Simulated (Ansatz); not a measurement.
```yaml
crystal:
  periodic: [false, false, false]
  atoms:
    - {symbol: Cl, position_ang: [-1.718668, 2.611419, -0.940285]}
    - {symbol: Si, position_ang: [-0.710837, 1.120596, -0.704358]}
    - {symbol: B, position_ang: [-0.358064, 0.285423, 0.878131]}
    - {symbol: Ge, position_ang: [0.956757, -1.276603, 0.562021]}
    - {symbol: H, position_ang: [0.071451, 0.632317, -2.112044]}
    - {symbol: H, position_ang: [-0.824495, 0.533220, 1.938870]}
    - {symbol: H, position_ang: [1.377102, -1.386880, -1.026807]}
    - {symbol: H, position_ang: [1.435592, -2.301246, 1.362385]}
basis:
  gaussian: {orbitals: def2-TZVP}
hamiltonian: {xc: {name: B97}}
relax: {f_tol: 0.0001, max_steps: 2}
```

```sh
$ ansatz run in.yaml --threads 4 --pin off --events-out ev --progress --plain --max-ram 10444MiB
```

Shortened log:

```
Functional definition: B97
1258 factors; their error is unknown
mean field evaluation 1: about -77645.1734 eV, gradient 5.1e1 eV
mean field evaluation 2: about -77627.0344 eV, gradient 8.0e1 eV
mean field evaluation 4: about -77652.4892 eV, gradient 1.2e1 eV
mean field evaluation 8: about -77652.9781 eV, gradient 1.8e-1 eV
mean field evaluation 16: about -77653.2384 eV, gradient 2.4e-4 eV
mean field -77653.23843050 eV, -2853.7038770656 hartree, gradient 7.1e-5 eV, S^2 0.000000; 0 other end points of the search recorded, 0 dependent functions left out
reference -77653.23845738 eV, -2853.7038780532 hartree; 36, 36 occupied and 141, 141 virtual orbitals, 1258 factors
relax step   1: F+E_penalty+E_count = -77653.23843050 eV  Δ(F+E_penalty+E_count) = +0.000e0 eV  max|allowed force component| = 6.271e0 eV/Å  Δτ_max = 0.0000 Å  (29 SCF iters, accepted)
1258 factors; their error is unknown
mean field -77654.74810413 eV, -2853.7593565478 hartree, gradient 1.5e-5 eV, S^2 0.000000; 0 other end points of the search recorded, 0 dependent functions left out
reference -77654.74813098 eV, -2853.7593575347 hartree; 36, 36 occupied and 141, 141 virtual orbitals, 1258 factors
relax step   2: F+E_penalty+E_count = -77654.74810413 eV  Δ(F+E_penalty+E_count) = -1.510e0 eV  max|allowed force component| = 8.777e-1 eV/Å  Δτ_max = 0.1917 Å  (35 SCF iters, accepted)
Error: geometry relaxation did not converge after 2 steps: max|allowed force component| = 8.78e-1 eV/Å (threshold 1.0e-4). Raise `relax.max_steps` over both its present limit and 2, loosen `relax.f_tol`, or start from a geometry closer to equilibrium. Where this run's directory can be resumed (`checkpoint.write`), a resume goes on for up to `relax.max_steps` more
```

(1) Something in this input is off. What?

## Answers

(1) The relaxation is allowed too few steps for its threshold. No converged result was reached.
